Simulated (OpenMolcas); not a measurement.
# Si III: effect of the active space

```json
{
 "Program": "OpenMolcas 26.06",
 "Method": "SS-CASPT2 or its RAS form, IPEA 0.25 Eh, imaginary shift 0.1 Eh",
 "Basis": "ANO-RCC-VTZP",
 "Scalar Hamiltonian": "DKH2, point nucleus",
 "Spin-orbit coupling": "RASSI with atomic mean-field integrals over the reference wave functions, term energies averaged over their components"
}
```

A. 2 electrons in 4 orbitals (3s 3p); 2S+1 = 3 even, 3 roots; 2S+1 = 1 even, 7 roots; 2S+1 = 3 odd, 3 roots; 2S+1 = 1 odd, 3 roots; closed shells correlated: 2s 2p; CASPT2 step about 1.4 core-seconds
B. 2 electrons in 8 orbitals (3s 3p 4s 4p); 2S+1 = 3 even, 3 roots; 2S+1 = 1 even, 7 roots; 2S+1 = 3 odd, 3 roots; 2S+1 = 1 odd, 3 roots; closed shells correlated: 2s 2p; CASPT2 step of the order of 2.6 core-seconds
C. 2 electrons in 9 orbitals (RAS2 3s 3p; RAS3 3d, at most 2 electrons); 2S+1 = 3 even, 3 roots; 2S+1 = 1 even, 7 roots; 2S+1 = 3 odd, 3 roots; 2S+1 = 1 odd, 3 roots; closed shells correlated: 2s 2p; CASPT2 step about 4 core-seconds

Energies in cm-1 above 3s2 1S0, the measured ground level; measured values from NIST levels in Kelleher and Podobedova, J. Phys. Chem. Ref. Data 37, 1285 (2008).

| Level | A | B | C | Measured |
| --- | --- | --- | --- | --- |
| 3s2 1S0 | 0.0 | 0.0 | 0.0 | 0.0 |
| 3s 3p 3P* 0 | 51917 | 52018 | 51729 | 52725 |
| 3s 3p 3P* 1 | 52024 | 52125 | 51836 | 52853 |
| 3s 3p 3P* 2 | 52240 | 52341 | 52051 | 53115 |
| 3s 3p 1P* 1 | 85369 | 85047 | 83354 | 82884 |

Deviations, from unrounded energies. A percentage is the sum of absolute deviations over the sum of measured energies, with the sign that they share, or ± where signs differ.

```tsv
Against measurement	Levels	A	B	C
mean absolute deviation (cm-1)	4	1200	1100	890
other configurations (%)	4	±2.1	±1.8	±1.5
```

C lies closest to measurement on these levels and A furthest from it. The largest miss of C in the table is 3s 3p 3P* 2, by -1100 cm-1. The ranking rests on the paired levels alone, and a cruder setting can come out closer through cancelling errors.

Among A to C the level of the table that moves most is 3s 3p 1P* 1, by 2000 cm-1 (lowest in C, highest in A).

Over all roots computed the reference weight is 0.92 to 1.00 in A, 0.90 to 1.00 in B; the roots of lowest weight are the least certain, and an intruder state may touch them. The run also gave levels led by 3s 4s, which use shells meant for correlation; these and all levels above them are left out (holds for B). Active for correlation alone: 3d; no level in the range computed is led by a configuration that fills it, so any true level of that kind is missing (holds for C). Measured partners are found by configuration, term and J. A level has none where our copy of the source lacks it or the pairing is in doubt (some pairs that miss far off the trend of their configuration count as doubtful), and it then counts in no deviation. Levels of configurations outside the active space are missing. Levels that lie high or do not pair safely by name in every column are left out.

* marks odd parity.
